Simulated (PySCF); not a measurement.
**Electronic structure of Fe (iron, neutral) at the PBE0 level**

Configuration: [Ar] 3d6 4s2, high-spin 5D determinant. Calculation: PySCF 2.14, in aug-cc-pwCVTZ (10s9p7d4f3g, 127 functions); no relativity, point nucleus.

```json
{"Total energy": "-1263.465 hartree", "One-electron energy": "-1744.394 hartree", "Hartree (Coulomb) energy": "536.290 hartree", "Exchange-correlation energy": "-55.361 hartree", "Kinetic energy": "1262.28347 hartree", "⟨S²⟩": "6.0105", "⟨L²⟩": "6.050", "Sum of ⟨r⟩": "21.70 bohr", "Sum of ⟨r²⟩": "39.36 bohr²", "Traceless quadrupole moment −½Σ⟨3z² − r²⟩ along its main axis": "0.582 e·bohr²", "Density at the nucleus (Gaussians lack the cusp)": "11800 bohr⁻³", "Spin density at the nucleus": "0.618 bohr⁻³", "Langevin diamagnetic susceptibility": "-31.2 ×10⁻⁶ cm³/mol", "Time after the integrals": "of the order of 12 core-seconds"}
```

| shell | electrons | mean orbital energy (eV) | spread (eV) | rms radius, mean of both spins (bohr) |
| --- | --- | --- | --- | --- |
| 1s β | 1 | -6977.6 | 0 | 0.0685 |
| 1s α | 1 | -6977.6 | 0 | 0.0685 |
| 2s α | 1 | -822.69 | 0 | 0.293 |
| 2s β | 1 | -820.43 | 0 | 0.293 |
| 2p α | 3 | -708.88 | 0.840 | 0.262 |
| 2p β | 3 | -707.01 | 0.328 | 0.262 |
| 3s α | 1 | -99.817 | 0 | 0.881 |
| 3s β | 1 | -94.265 | 0 | 0.881 |
| 3p α | 3 | -66.081 | 1.744 | 0.938 |
| 3p β | 3 | -60.106 | 0.095 | 0.938 |
| 3d α | 5 | -11.588 | 2.003 | 1.28 |
| 3d β | 1 | -7.803 | 0 | 1.28 |
| 4s α | 1 | -6.182 | 0 | 3.33 |
| 4s β | 1 | -5.415 | 0 | 3.33 |
